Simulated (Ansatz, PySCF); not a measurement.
Si(F)(NH2)3 (FH₆N₃Si), SMILES N[Si](N)(N)F. Atoms are numbered in the order given.

```xyz
11

N     -0.8058    -1.2485     0.8735
Si     0.0301    -0.0302    -0.0033
N      0.6569    -0.7996    -1.3878
N     -0.7079     1.4167    -0.5632
F      1.0906     0.5282     1.1047
H     -0.9527    -1.1376     1.8694
H     -1.5543    -1.7769     0.4431
H      1.0765    -0.2591    -2.1337
H      1.0223    -1.7419    -1.3343
H     -1.4382     1.3898    -1.2637
H     -0.8298     2.1957     0.0725
```
Charge 0, spin multiplicity 1.

Geometry: PBE0-D3(BJ)/def2-SVP. One conformer was computed; it need not be the lowest.

Two levels are set side by side: PBE-D3(BJ)/def2-SVP (Ansatz, a first-principles code) and PBE0-D3(BJ)/def2-SVP (Ansatz). Each level has its own optimised geometry; the coordinates shown are those of the second. Frequencies come from the Hessian of PySCF at each geometry. Differences are taken from unrounded values.

```
quantity                            PBE0-D3(BJ)  PBE-D3(BJ)  PBE-D3(BJ) minus PBE0-D3(BJ)
----------------------------------  -----------  ----------  ----------------------------
mean bond length (Å)                      1.285       1.296                         0.012
bond N1–Si2 (Å)                           1.718       1.735                         0.017
bond Si2–N3 (Å)                           1.703       1.717                         0.013
bond Si2–N4 (Å)                           1.718       1.735                         0.017
bond Si2–F5 (Å)                           1.632       1.648                         0.016
bond N1–H6 (Å)                            1.013       1.022                         0.010
bond N1–H7 (Å)                            1.012       1.022                         0.010
bond N3–H8 (Å)                            1.012       1.021                         0.009
bond N3–H9 (Å)                            1.012       1.021                         0.009
bond N4–H10 (Å)                           1.012       1.022                         0.010
bond N4–H11 (Å)                           1.013       1.022                         0.010
highest harmonic wavenumber (cm⁻¹)         3739        3617                          -122
mean harmonic wavenumber (cm⁻¹)            1339        1297                           -42
zero-point energy (kcal/mol)              51.69       50.07                         -1.62
```

Exact exchange shortens and stiffens bonds; PBE has none. Differences between two approximate levels are no errors against the true value.
